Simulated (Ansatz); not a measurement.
## Ansatz (development build ahead of 0.2.0) run

```yaml
crystal:
  periodic: [false, false, false]
  atoms:
    - { symbol: "N", position_ang: [0.0, 0.0, 0.0] }
basis:
  gaussian: { orbitals: def2-SVP }
magnetization:
  initial_magnetization: 3
hamiltonian:
  xc: hf
correlation:
  method: ccsd_t
  frozen_orbitals: { "N": 1 }
```

The input is written out in the form of the current development build from the run's settings. Correlation on restricted open-shell orbitals is semicanonical, with singles.

Output:

```yaml
Converged: yes
Reference_energy: -54.33292 hartree
CCSD_correlation_energy: -0.08802 hartree
Triples_correction: -0.00071 hartree
Total_energy: -54.42165 hartree
Spin_squared_of_the_determinant: 3.750
```
